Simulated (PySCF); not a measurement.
Level of theory: delta-SCF UKS SCAN, pcX-2 on the ionised atom, pcseg-1 elsewhere, spin-free X2C in PySCF. Geometries: PBE0-D3(BJ)/def2-SVP; isolated species, one conformer each. Values against the vacuum level.

Question: Rank by computed C 1s binding energy, lowest first.
A. C1 in `[CH2:1]=[C:2]1[C:3](=[CH2:4])[C@H:5]([F:6])[C@@H:7]1[O:8][CH3:9]`
B. C2 in `[AlH2:1][c:2]1[cH:3][cH:4][cH:5][cH:6][cH:7]1`
C. C2 in `[CH:1]#[C:2][C@@H:3]1[CH2:4][CH2:5][C@:6]1([F:7])[O:8][CH3:9]`

Answer: B (289.44 eV), A (290.00 eV), C (290.70 eV).

From the lowest up, the atoms are bonded to: 2 C (aromatic in the SMILES) and Al (289.44); C (double bond) and 2 H (290.00); C (triple bond) and C (290.70).

1 of these hole states is spin-contaminated (⟨S²⟩ 0.87, against 0.75; counted from 0.85) and less certain.
